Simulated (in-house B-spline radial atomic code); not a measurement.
**The chlorine ion Cl⁺: [Ne] 3s2 3p3 3d1 (an excited or competing configuration)**

Computed with an all-electron radial atomic-structure program (B-spline basis): non-relativistic SCAN, spin-polarised, spherical fractional occupations, point nucleus.

Z_r = [3n² - l(l+1)]/(2<r>); Z_e = n√(-2ε); the last column is Slater's effective charge. Values are occupation-weighted means over spin.

| shell | electrons | ε (eV) | <r> (bohr) | Z_r | Z_e | Slater |
| --- | --- | --- | --- | --- | --- | --- |
| 1s | 2 | -2772.4 | 0.09143 | 16.41 | 14.27 | 16.70 |
| 2s | 2 | -272.63 | 0.4441 | 13.51 | 8.95 | 12.85 |
| 2p | 6 | -211.2 | 0.4061 | 12.31 | 7.88 | 12.85 |
| 3s | 2 | -34.46 | 1.481 | 9.11 | 4.77 | 6.80 |
| 3p | 3 | -23.889 | 1.646 | 7.59 | 3.98 | 6.80 |
| 3d | 1 | -6.0573 | 2.613 | 4.02 | 2.00 | 2.00 |

The least bound orbital is 3d up at -6.057 eV, and it is also the most diffuse (<r> = 2.613 bohr).
